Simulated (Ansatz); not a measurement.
`ClC1(Br)CO1` + HI → `ClC1(I)CO1` + HBr  (substitution at a C–Br bond)

Isolated molecules relaxed with PBE0-D4/def2-TZVP in Ansatz; ΔE leaves out vibrations. CCSD(T)/CBS is the MP2 limit (def2-TZVPP, def2-QZVPP) plus CCSD(T) − MP2 in def2-TZVPP, frozen cores. DFT in def2-TZVPP. HSE06 is defined as in plane-wave codes. def2 core potentials past Kr. For Br, I outer-core shells are correlated without core-valence functions, which leaves a few kJ/mol of doubt a bond. Scalar relativity is left out up to krypton.

`ClC1(Br)CO1`:

Z-matrix (Å, degrees):
```
C
Br 1 1.920
C 1 1.452 2 120.1
Cl 1 1.746 2 112.3 3 151.1
O 1 1.365 2 116.3 3 -70.8
H 3 1.085 1 118.8 2 152.4
H 3 1.085 1 119.2 2 -3.5
```

HI:

```xyz
2

I    -0.378   -0.404   -0.584
H     0.378    0.404    0.584
```

`ClC1(I)CO1`:

Cartesian coordinates in Å:
```
Cl 0.426 -1.773 -1.110
C 0.478 -0.269 -0.221
I 2.268 -0.038 0.904
C -0.755 0.355 0.232
O 0.022 0.841 -0.879
H -1.701 -0.101 -0.042
H -0.739 0.985 1.115
```

HBr:

```xyz
2

Br    0.595    0.355    0.156
H    -0.595   -0.355   -0.156
```

Is it downhill or uphill in electronic energy at CCSD(T)/CBS, and by how much? (Best estimate.)

Ansatz gave: Downhill: ΔE = -2.5 kcal/mol.

What do these levels give: HSE06-D4, CAM-B3LYP-D4, BLYP, CCSD/def2-SVP, SCS-MP2/def2-QZVPP, CCSD/CBS(def2)? (Estimate.)

The calculation gave: HSE06-D4 -1.1, CAM-B3LYP-D4 -0.8, BLYP -1.1, CCSD/def2-SVP -0.8, SCS-MP2/def2-QZVPP -2.4, CCSD/CBS(def2) -2.1 kcal/mol.

Largest T1 diagnostic among the species: 0.011.

At CCSD(T), def2-SVP lies +1.5 kcal/mol from the extrapolated value and def2-TZVPP +1.2 kcal/mol. In def2-TZVPP, CCSD(T) changes the Hartree–Fock value by −1.6 kcal/mol (the triples alone add −0.4 kcal/mol) and MP2 by −2.4 kcal/mol. Leaving LDA and LC-ωPBE aside and taking each functional with its dispersion term where it has one, the values, not all of them listed here, spread over 1.2 kcal/mol, from BLYP-D4 to ωB97X-V.
